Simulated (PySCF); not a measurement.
Species: C8H8.
Bonds: C1–C2 (triple), C2–C3, C3–C4 (triple), C4–C5, C5–C6, C6–C7, C7–C8 (double). Hydrogens: H9 on C1; H10, H11 on C5; H12, H13 on C6; H14 on C7; H15, H16 on C8.

Jobs on this species (16 atoms, 56 electrons) with PySCF (density fitting). Hardware of each: an Arm Neoverse V1 with one thread (shared host). The host was shared with other jobs, so the times are rough. Peak memory is the resident size of the whole Python process, interpreter and libraries included.

```csv
level and settings,work,basis functions,SCF cycles,wall time,peak memory
"PBE0/pcSseg-1, grid level 3",shieldings,176,?,?,?
HCTH407/def2-SVPD,"12 singlets by TDA, polarisability",224,16,40 s,0.67 GiB
"LC-wPBE/pcSseg-1, energy threshold 1e-07 Eh","12 singlets by TDA, 2 Tamm–Dancoff triplets, polarisability",176,9,32 s,0.95 GiB
"BLYP/pcSseg-1, IEF-PCM benzene, start guess vsap","shieldings, charges and field gradients",176,17,25 s,0.86 GiB
PBE/6-31G*,"spin–spin couplings from 16 perturbed nuclei, spin–dipole term left out",128,17,22 s,0.66 GiB
PBE0/def2-SVPD,"6 singlets by full TDDFT, 2 Tamm–Dancoff triplets, polarisability",224,14,31 s,0.86 GiB
PBE0/pcSseg-1,"shieldings, charges and field gradients",176,14,21 s,0.78 GiB
```

Problem. Fill in the missing figures.

Solution. 
- PBE0/pcSseg-1, grid level 3; shieldings: 23 s, 1.0 GiB, 14 SCF cycles

Problem. What do all jobs in the table cost together?

Solution. About 3.2 min; the longest takes about 21 % of that, and about 1.9 times as long as the shortest.
